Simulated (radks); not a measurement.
Bi3-, configuration [Rn]. Method: scalar-relativistic Kohn-Sham, LDA (Slater exchange, Perdew-Wang correlation), spin-polarised, spherical densities, finite nucleus; Fermi nuclear charge, rms radius 5.5211 fm; Watson sphere of charge +3 and radius 2.96 bohr; computed with a radial shooting solver on a logarithmic mesh with Libxc functionals. Some entries of the table are withheld. Estimate them.

orbital  occ.  eigenvalue (eV)  <1/r> (bohr^-1)
1s          2        -90545.35            103.1
2s          2        -16270.61            24.24
2p          6        -13930.23              (1)
3s          2        -3926.438            8.980
3p          6        -3257.452            8.106
3d         10        -2582.629            7.602
4s          2        -899.5163            3.877
4p          6        -680.1468            3.479
4d         10              (2)            3.130
5s          2        -156.8936            1.648
4f         14        -151.8684            2.745
5p          6         -95.0115            1.412
5d         10         -26.4760              (3)
6s          2         -15.6297           0.5679
6p          6              (4)           0.4122

Answer. 
(1) 2p <1/r> (bohr^-1): 21.22
(2) 4d eigenvalue (eV): -428.8179
(3) 5d <1/r> (bohr^-1): 1.055
(4) 6p eigenvalue (eV): -6.4310
